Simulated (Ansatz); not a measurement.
Molecule: AlH$_{3}$, net charge 1, doublet state. 
Coordinates optimised at B3LYP-D3(BJ)/def2-TZVP (Ansatz, a quantum-chemistry and plane-wave program):
```xyz
4

Al    -0.0166    -0.0540    -0.0544
H      0.6102     0.2551     1.4649
H     -0.0507     1.5638     0.3678
H     -0.3435    -1.1168    -1.1252
```
Charge +1, spin multiplicity 2.

Question: Give the harmonic wavenumbers at B3LYP-D3(BJ)/def2-TZVP (Ansatz, finite differences of forces, unscaled).

Answer: 393, 498, 679, 1250, 1622, 2093 cm⁻¹. Zero-point energy 9.3 kcal/mol.

Question: From these and the geometry, give the ideal-gas thermochemistry at 298.15 K and 1 atm (rigid rotor, harmonic oscillator).

Answer: Point group C2v, rotational symmetry number 2. Rotational constants 299, 80.26, 63.28 GHz. S(trans) 36.13, S(rot) 14.63, S(vib) 2.03, S(elec, spin only) 1.38, S 54.2 cal/(mol K). H(298) - H(0) 2.80 kcal/mol; G - E(el) -4.0 kcal/mol.
